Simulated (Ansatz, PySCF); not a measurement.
Process, species as SMILES: Cl[Se]Cl [chloro selenohypochlorite] → Cl[Se]Cl as doublet, charge -1 (an electron is taken up)
Each molecule is optimised on its own at B3LYP-D3(BJ)/def2-TZVP (Ansatz, a program for electronic structure). A spin state is the lowest found, not a proven ground state.
Geometry of the first species:
SMILES: Cl[Se]Cl
```xyz
3

Se    -0.0048    -0.0006     0.6866
Cl     1.1124     1.2742    -0.6777
Cl    -1.1027    -1.2730    -0.6955
```
Charge 0, spin multiplicity 1.

Quantity: adiabatic electron affinity (0 K, with B3LYP-D3(BJ) harmonic zero-point energies from PySCF), positive where the reaction releases energy, in eV. Correlated levels leave the core frozen unless marked. Open shells are spin-unrestricted. No spin-orbit coupling. Frozen are the shells of the preceding noble gas and the d and f shells that filled before the atom's block. Non-relativistic. Anions need diffuse functions: def2-D sets add few; the other sets have none. CBS marks a two-point X^-3 extrapolation of the correlation energy; Hartree-Fock from the larger set. The bracket is a focal-point correction in the basis named.

```tsv
level	program	adiabatic electron affinity (eV)
BP86-D3(BJ)/def2-TZVPD	PySCF + dftd3	2.58
M06-L/def2-TZVPD	PySCF	2.34
r2SCAN-D4/def2-TZVPD	Ansatz + dftd4	2.51
PBE0/STO-3G	Ansatz	-0.71
PBE0/def2-TZVPD	Ansatz	2.40
BHLYP/def2-TZVPD	Ansatz	___
r2SCAN0/def2-TZVPD	Ansatz	2.48
PW6B95-D3(BJ)/def2-TZVPD	PySCF + dftd3	2.40
M06-2X/def2-TZVPD	PySCF	___
HSE06-D3(BJ)/def2-TZVPD	Ansatz + dftd3	2.39
HSE06-D4/def2-TZVPD	Ansatz + dftd4	2.39
HSE06/def2-TZVPD	Ansatz	2.40
CAM-B3LYP-D3(BJ)/def2-TZVPD	Ansatz + dftd3	2.51
CAM-B3LYP/def2-TZVPD	Ansatz	2.52
PBE-QIDH/def2-TZVPD	Ansatz	___
SCS-MP2/def2-SVPD	Ansatz	2.55
CCSD/6-31G	Ansatz	___
CCSD/def2-TZVPPD	Ansatz	2.23
RI-MP2/CBS(def2-TZVPPD,def2-QZVPPD)+[CCSD(T)-MP2]/def2-TZVPPD	Ansatz	2.28
```

**Question.** What belongs in the gaps?

**Answer.** 
- BHLYP/def2-TZVPD, adiabatic electron affinity (eV): 2.45
- M06-2X/def2-TZVPD, adiabatic electron affinity (eV): 2.42
- PBE-QIDH/def2-TZVPD, adiabatic electron affinity (eV): 2.33
- CCSD/6-31G, adiabatic electron affinity (eV): 3.10
